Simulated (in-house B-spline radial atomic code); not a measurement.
## Removing one electron from Sb³⁺

Closed shell [Kr] 4d10 5s2. Computed with an all-electron radial atomic-structure program (B-spline basis): Koopmans values of Dirac-Hartree-Fock plus a diagonal self-energy, in second order or with its direct term screened (direct RPA, with the hole-particle interaction, or full time-dependent Hartree-Fock), linearised in energy; no-pair Dirac-Coulomb Hamiltonian, finite nucleus. Shifts add to the Koopmans value (the ΔSCF shift is orbital relaxation alone); the final value takes TDHF screening with Breit and QED.

Command:
```bash
python run_mb.py task.json out
```
Settings (nuclear radius in fm, box in bohr, cutoff in hartree):
```
basis_form          2
Z                   51
core_configuration  [Kr] 4d10 5s2
rms_radius          4.6802
mass_number         121
speed_of_light      137.036
box_radius          13.958
lmax                7
intervals           63
virtual_cutoff      10404.0
```

Cost of the run: 80 s on 1 thread of Arm Neoverse N1, with other jobs on the host.

Energies in eV:

```json
{"subshell": "5s1/2", "Koopmans": "41.89", "ΔSCF shift": "-0.232", "second order": "?", "direct RPA": "?", "hole-particle": "?", "TDHF": "?", "Breit + QED": "?", "final": "?"}
```

What does the self-energy do to 5s1/2?

It shifts the removal energy by 2.122 eV in second order, 1.078 with direct RPA, 1.229 with the hole-particle term and 1.423 with TDHF screening (quasi-particle weight 0.972); Breit and QED add -0.040 eV. The final value is 43.28 eV, against 43.804 ± 0.025 eV (NIST, measured).
